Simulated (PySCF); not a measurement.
Ta(NH)(NH2)3 (H₇N₄Ta), SMILES [NH]=[Ta]([NH2])([NH2])[NH2], multiplicity 1. Atoms are numbered in the order given.

```xyz
12

Ta     0.0000     0.0000    -0.0320
N      0.0000     0.0000    -1.8170
H      0.0000     0.0000    -2.8298
N      1.8089    -0.5805     0.6257
H      2.5222    -1.0606     0.0816
H      2.2216    -0.2601     1.5009
N     -0.4017     1.8568     0.6257
H     -0.8856     2.0540     1.5009
H     -0.3427     2.7146     0.0816
N     -1.4072    -1.2763     0.6257
H     -2.1796    -1.6540     0.0816
H     -1.3360    -1.7939     1.5009
```
Charge 0, spin multiplicity 1.

Geometry optimised at B3LYP-D3(BJ)/def2-SVP. The spin state was assumed, not searched. The def2 effective core potentials stand for the cores of Ta; spin–orbit coupling is left out. One conformer was computed; it need not be the lowest.

Computed with M06-2X/def2-TZVP run with PySCF.

The total energy is -280.27868 hartree and the point group is C3. The highest occupied level comes out as -8.22 eV, the lowest empty level is 0.54 eV and the orbital gap is 8.76 eV. The dipole moment is 1.70 D. The quadrupole, principal values (traceless, Buckingham form, about the centre of nuclear charge) is -1.11, -1.11, 2.22 D·Å and the mean static polarisability is 71.7 bohr³ (10.62 Å³). The polarisability, principal values is 70.4, 70.4, 74.2 bohr³.
